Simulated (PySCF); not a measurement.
Cl2Hf, SMILES [Cl][Hf][Cl], multiplicity 1.

Coordinates come from a B3LYP-D3(BJ)/def2-TZVP optimisation. The spin state was assumed, not searched. The def2 effective core potentials stand for the cores of Hf; spin–orbit coupling is left out.

Two levels are set side by side: TDA-PBE/def2-SVPD (PySCF) and TDA-PBE0/def2-SVPD (PySCF). Vertical, same geometry. The lowest singlet is HOMO→LUMO+1 100 % with PBE and HOMO→LUMO+1 99 % with the other functional; states are paired by order. Differences are taken from unrounded values.

```tsv
quantity	TDA-PBE0	TDA-PBE	TDA-PBE minus TDA-PBE0
lowest singlet excitation (eV)	1.56	1.65	0.09
lowest triplet excitation (TDA) (eV)	0.03	0.13	0.10
```

Rough cost on one machine, each run with all the roots and properties that it gave: TDA-PBE0 against TDA-PBE about 3 times.
